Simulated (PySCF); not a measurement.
The isolated species Cu(NH3)(SH), `[NH3]->[Cu][SH]` is ionised with Al Kα (hν = 1486.6 eV). Calculated photoelectron kinetic energies of its computed core levels, recoil neglected:

```json
{"line": "1", "kinetic energy (eV)": "1078.68"}
{"line": "2", "kinetic energy (eV)": "548.72"}
{"line": "3", "kinetic energy (eV)": "528.07"}
```

Method used: PySCF 2.14.0, delta-SCF UKS SCAN, pcX-2 on the ionised atom (unc-x2c-TZVPall on a metal), pcseg-1 elsewhere, spin-free X2C.

Convert to binding energies and name the level and atom behind each line. Bonds: Cu1–N2, Cu1–S6. Hydrogens: H3, H4, H5 on N2; H7 on S6.

Against the vacuum level, binding energy = hν − kinetic energy.

```json
{"line": "1", "binding energy (eV)": "407.92", "level": "N 1s", "atoms": "N2", "environment": "nitrogen bonded to Cu and 3 H"}
{"line": "2", "binding energy (eV)": "937.88", "level": "Cu 2p3/2", "atoms": "Cu1", "environment": "copper bonded to N and S"}
{"line": "3", "binding energy (eV)": "958.53", "level": "Cu 2p1/2", "atoms": "Cu1", "environment": "copper bonded to N and S"}
```

Out of reach at this photon energy: S 1s (2475.1 eV).

Which photon energy gives electrons from Cu 2p3/2 of Cu1 a kinetic energy of 20 eV, and what is their de Broglie wavelength?

hν = 937.88 + 20 = 957.88 eV, recoil neglected; λ = 12.264 Å/√(E/eV) = 2.74 Å.

Other core shells, valence and Auger electrons aren't listed. Not every level is listed. 2p3/2 and 2p1/2 are the ΔSCF energy of one spin-free 2p hole plus the eigenvalues of a spin–orbit and ligand-field matrix of the shell. 2p1/2 minus 2p3/2 (ligand field included): Cu 20.65 eV. Satellites of the metal's 2p lines aren't described. Isolated species at its PBE0-D3(BJ)/def2-SVP geometry, gas phase. Metal 2p energies of this one-determinant scheme are less reliable than its 1s energies.

On an Arm Neoverse N1 with one thread (shared host), this took 23 s wall.
